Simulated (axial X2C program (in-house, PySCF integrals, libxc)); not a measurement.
## Potential curves of RuB⁻, two-component

All values were computed with an in-house relativistic program for diatomic molecules. Two-component (2c) means X2C with spin–orbit coupling and atomic mean-field two-electron Coulomb and Gaunt terms. Basis: Ru dyall-acv3z [13s13p9d5f3g], B dyall-av3z [8s7p3d2f] (cores contracted in-house); Gaussian nuclei, density fitting, unrestricted open shells. Masses: Ru 101.904 u, B 11.009 u.

State: Ω = 3 (⟨Sz⟩ = 1.00, ⟨Lz⟩ = 2.00 at HF). Energies in eV from the lowest point of each curve. Fits are polynomials in 1 − R0/R over 0.85 to 1.23 times the lowest point R0.

```
 R (Å)  CCSD(T)    PBE0
1.4947           1.1084
1.5634   0.4354  0.4667
1.6149   0.1619  0.1872
1.6665   0.0275  0.0410
1.7180   0.0000  0.0000
1.7781   0.0694  0.0535
1.8383   0.2186  0.1870
1.9156           0.4351
2.0101           0.7980
2.1475           1.3465
```

Correlated methods: 12 electrons correlated (number of frozen shells: Ru 4 s, 3 p, 1 d; B 1 s), 311 virtual spin orbitals or spinors in MP2, 90 natural virtuals in coupled cluster.

The state is a single determinant with fixed occupations, the lowest that a limited PBE0 search found. Density functionals use the spin component along the axis (collinear). CCSD and (T) use frozen natural virtuals with an MP2 correction for the truncation; (T) itself is uncorrected, so its De runs slightly low. Other states lie close and PBE0, whose exact exchange favours high spin, may order them wrongly; the determinant shown need not be the ground state. The nearest other 2c determinant of the search, Ω = 2, lies 0.18 eV up at the distance of the search. Without a current term, density functionals place determinants with orbital angular momentum somewhat too high. With several unpaired electrons one determinant need not be a pure state. The highest occupied level of some functionals is positive through self-interaction error; at Hartree–Fock it is bound. The determinant is spin-polarised beyond a pure state at some levels (its spin-free form has ⟨S²⟩ too high), which makes Re and μ there less reliable. The T1 diagnostic is large, a sign of multireference character. Coupled cluster ran on the points near the minimum only. MP2 and coupled cluster on one determinant become unreliable at the stretched end.

Task: What are Re and ωe at the CCSD(T) level?

Result: At CCSD(T), 2c: Re = 1.707 Å, ωe ≈ 939 cm⁻¹; Be follows as 0.582 cm⁻¹.

Task: Fit the PBE0 curve near its minimum: give the equilibrium distance and the harmonic wavenumber.

Result: At PBE0, 2c: Re = 1.716 Å, ωe ≈ 919 cm⁻¹; Be follows as 0.576 cm⁻¹.
